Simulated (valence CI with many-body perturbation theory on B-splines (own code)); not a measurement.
## Sensitivity of CI+MBPT for Xe³⁺

Computed by valence CI with perturbative core correlation (CI+MBPT): five valence electrons over a frozen Dirac-Fock core [Kr] 4d10, radial functions for each j: 6 s, 6 p, 5 d, 3 f, 1 g, with the one-electron correlation potential Σ1 (screened to all orders), the two-electron term Σ2, the three-electron term Σ3, Breit, model QED; selected single and double excitations, second order for the rest, scaled by the run's own slope (own B-spline code, finite nucleus).

Set against measurement, 20 paired levels are off by 140 cm⁻¹ on average, the worst by 354. These come from a selection out of Saloman, J. Phys. Chem. Ref. Data 33, 765 (2004). Levels without a partner in it may be off by more. Among the levels kept, up to 1200 cm⁻¹ of a level comes from second order outside the variational space, and about a tenth of that is noise between levels of different J, which matters for small intervals. 1 measured level below the end of the list, from 133027 cm⁻¹ on, found no clear computed partner.

The reference run has the lowest level 5s2 5p3 4S°_3/2 and an ionisation energy of 42.3360 eV. Its largest variational space holds 10000 state functions.

Names give the largest LS component (configuration and term), which can be under half, so a name can repeat, a term be missing and a line seem to break the LS rules; names also repeat where a configuration has a term twice. Letters in brackets count levels of one name in rising energy.

Changed runs:
A. core polarisation of operators on → off; Davidson tolerance 2e-05 → 0.001
B. box radius (bohr) 17.695 → 16.49; averaging of valence orbitals over low configurations on → off
C. highest l with Σ1, explicit Σ2 and valence Breit (higher l get mean screening factors) 3 → 1; QED terms on → off
D. size limit of the variational space 10000 → 100; second order for the rest on → off (bad on purpose)

Excitation energies of the reference run in cm⁻¹, and shifts in cm⁻¹:

| Level | Reference | A | B | C | D |
| --- | --- | --- | --- | --- | --- |
| 5s2 5p3 2D°_3/2 | 13440 | -0.6 | +9.5 | +298 | +1213 |
| 5s2 5p3 2D°_5/2 | 17693 | -1.0 | +11 | +406 | +1670 |
| 5s2 5p3 2P°_1/2 | 28292 | +0.1 | +4.4 | +3.6 | +359 |
| 5s2 5p3 2P°_3/2 | 35839 | -0.6 | +5.9 | +99 | +1860 |
| 5s 5p4 4P_5/2 | 99336 | -0.6 | +7.1 | +609 | +513 |
| 5s 5p4 4P_3/2 | 106569 | -0.2 | +7.2 | +575 | +373 |
| 5s 5p4 4P_1/2 | 108915 | +0.5 | +8.6 | +570 | -42 |
| 5s 5p4 2D_3/2 | 121839 | -0.7 | +13 | +497 | +1607 |
| 5s 5p4 2D_5/2 | 125364 | -1.0 | +15 | +929 | +2680 |
| 5s2 5p2 5d 4F_3/2 [a] | 133075 | -1.5 | +15 | -2469 | +1874 |
| 5s2 5p2 5d 4F_3/2 [b] | 135007 | -2.0 | +13 | -1774 | +1346 |
| 5s2 5p2 5d 4F_5/2 | 136566 | -2.6 | +13 | -3678 | +1611 |
| Ionisation energy (eV) | 42.3360 | +0.00014 | +0.0016 | -0.0797 | -0.5290 |
